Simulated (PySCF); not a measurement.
Dipole response of Ca²⁺ (calcium, charge +2)

[Ar], closed-shell 1S. Computed with PySCF 2.14 in aug-cc-pVQZ-X2C, with scalar relativity by spin-free X2C-1e. Coupled (time-dependent) response in atomic units; α is the mean over directions.

```tsv
method	mean α (bohr³)	C₆ (like pair)	S(−4)
UHF	3.157	9.906	1.869
PBE	3.236	10.27	1.984
PBE0	3.200	10.11	1.930
```

S(−4) is the Cauchy moment in α(ω) = α(0) + S(−4) ω² + …

α(iu) at UHF:

```tsv
u (hartree)	α(iu) (bohr³)
0	3.157
0.0500	3.153
0.100	3.139
0.200	3.084
0.300	2.998
0.500	2.752
0.750	2.376
1.00	1.998
1.50	1.381
2.00	0.9703
3.00	0.5312
5.00	0.2227
```

A single London oscillator, α(iu) = α/(1 + u²/ω²), gives C₆ = (3/4) ω α². Matching the computed C₆ needs ω = 4 × 9.906 / (3 × 3.157²) = 1.33 hartree.

For an ion, C₆ is the dispersion term alone; charge-induced terms of lower order in 1/R come first.
